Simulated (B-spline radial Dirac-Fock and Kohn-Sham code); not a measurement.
## Two-hole binding energies of Tc⁴⁺

System: Tc⁴⁺, [Kr] 4d3, inside a Watson sphere of charge -4 and radius 2.4 Å (a model of the Madelung potential; inside it an electron's potential energy is raised by 24.0 eV).

Method: relaxed Dirac-Fock hole states (ΔSCF) with Breit and QED corrections and a finite nucleus. Computed with a radial finite-basis atomic code. U is the two-hole binding energy less the two single-hole energies, the effective repulsion of the holes after relaxation. Each two-hole energy is an average over J within one jj subconfiguration.

```csv
holes,E(a) (eV),E(b) (eV),E(ab) (eV),U (eV)
1s⁻²,21083.7,21083.7,42834.7,667.3
1s⁻¹ 2p1/2⁻¹,21083.7,2835.0,24105.7,187.0
1s⁻¹ 3p3/2⁻¹,21083.7,469.0,21607.9,55.2
2s⁻²,3089.0,3089.0,?,?
2p1/2⁻²,2835.0,2835.0,5806.3,136.3
2p1/2⁻¹ 2p3/2⁻¹,2835.0,2718.5,5677.3,123.8
2s⁻¹ 3p1/2⁻¹,3089.0,489.0,3627.7,49.7
2s⁻¹ 3d3/2⁻¹,3089.0,296.0,3436.2,51.2
2p3/2⁻¹ 3s⁻¹,2718.5,587.1,3354.5,48.9
2p1/2⁻¹ 3d5/2⁻¹,2835.0,292.3,3179.0,51.7
3p1/2⁻¹ 3p3/2⁻¹,489.0,469.0,996.9,38.9
3p3/2⁻²,469.0,469.0,977.4,39.4
3d3/2⁻²,296.0,296.0,633.6,41.6
3d5/2⁻²,292.3,292.3,626.4,41.7
```

Question: Give the missing two-hole energy and U.

Answer: E(ab) = 6289.3 eV and U = 111.3 eV.
